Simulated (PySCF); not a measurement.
## Telling isomers of C5H11NOSi3 apart by NMR

Level of theory: geometry from GFN2-xTB, GIAO PBE0/pcSseg-1 shieldings, in PySCF 2.14.0 with density-fitted response routines (single conformer, fast rotation and ring inversion assumed for equivalent nuclei, non-relativistic, in vacuum).

Chemical shifts δ = σref − σ; TMS for $^{1}$H and $^{13}$C, all at this level. Where no couplings were computed, multiplicities follow the n + 1 count of equivalent neighbours, and m marks all less simple cases (inequivalent or close neighbours, rings, F or P nearby). Shifts are as computed. Against solution values, carbons near 30 ppm lie about +3 ppm off and those near 130 ppm about +5 ppm (rms about the fit 2.1 ppm; single classes can miss by 10 ppm). Of 1328 compounds with measured shifts, 309 miss one by over three times the rms of a fit or turn the order of signals round; such compounds aren't used in these exercises. Signals without a measured value on file couldn't be tested in this way; 1H shifts scatter by 0.2 ppm about their fit, and single ones miss by 0.5 ppm. OH and NH positions are gas-phase values without hydrogen bonding to other molecules.

(1) Tabulate the signals of `C=C(C)O[Si@@H]1[SiH2]C[Si@@H]1C#N`, `C=C(C)O[Si@@H]1[SiH2]C[Si@H]1C#N`, `CC#C[SiH2]O[Si@@H]1C=C[SiH2]N1` and their relative energies.

(2) What is the quickest way to tell C=C(C)O[Si@@H]1[SiH2]C[Si@H]1C#N from CC#C[SiH2]O[Si@@H]1C=C[SiH2]N1?

(3) What is the quickest way to tell C=C(C)O[Si@@H]1[SiH2]C[Si@@H]1C#N from CC#C[SiH2]O[Si@@H]1C=C[SiH2]N1?

Results:

(1) 
```tsv
SMILES	carbon types	δC	δH	E rel. (kcal/mol)
C=C(C)O[Si@@H]1[SiH2]C[Si@@H]1C#N	2×C 2×CH2 1×CH3	160.5, 127.7, 99.9, 24.0, -8.8	6.34 (m, 1H), 5.10 (m, 1H), 4.99 (m, 1H), 4.68 (m, 1H), 4.61 (m, 1H), 4.49 (m, 1H), 2.31 (s, 3H), 0.74 (m, 1H), 0.55 (m, 1H)	49.0
C=C(C)O[Si@@H]1[SiH2]C[Si@H]1C#N	2×C 2×CH2 1×CH3	165.5, 125.5, 92.1, 24.9, -5.0	6.56 (m, 1H), 5.28 (m, 1H), 4.76 (m, 1H), 4.70 (m, 1H), 4.30 (br s, 1H), 3.86 (br s, 1H), 1.93 (s, 3H), 1.00 (m, 1H), 0.79 (m, 1H)	46.5
CC#C[SiH2]O[Si@@H]1C=C[SiH2]N1	2×C 2×CH 1×CH3	158.1, 156.1, 113.3, 86.1, 6.3	7.47 (m, 1H), 7.42 (m, 1H), 5.35 (m, 1H), 5.27 (m, 1H), 5.17 (m, 1H), 5.17 (m, 1H), 5.15 (m, 1H), 2.09 (s, 3H), 0.46 (br s, 1H)	0.0
```

Energies are electronic energies at PBE0/pcSseg-1 on these geometries, without zero-point or thermal terms, each for the one conformer computed, which needn't be the lowest.

(2) Both give the same number of carbon signals, but DEPT or the intensities differ. The first has a β carbon of an enol-ether or enamine type C=C (CH2) at 92.1 ppm, the second an alkene CH at 158.1 ppm. Their most deshielded carbons lie at 165.5 and 158.1 ppm. In the proton spectra the most deshielded non-exchanging signals are 6.56 (m, 1H) and 7.47 (m, 1H).

(3) Both give the same number of carbon signals, but DEPT or the intensities differ. The first has a β carbon of an enol-ether or enamine type C=C (CH2) at 99.9 ppm, the second an alkene CH at 158.1 ppm. Their most deshielded carbons lie at 160.5 and 158.1 ppm. In the proton spectra the most deshielded non-exchanging signals are 6.34 (m, 1H) and 7.47 (m, 1H).
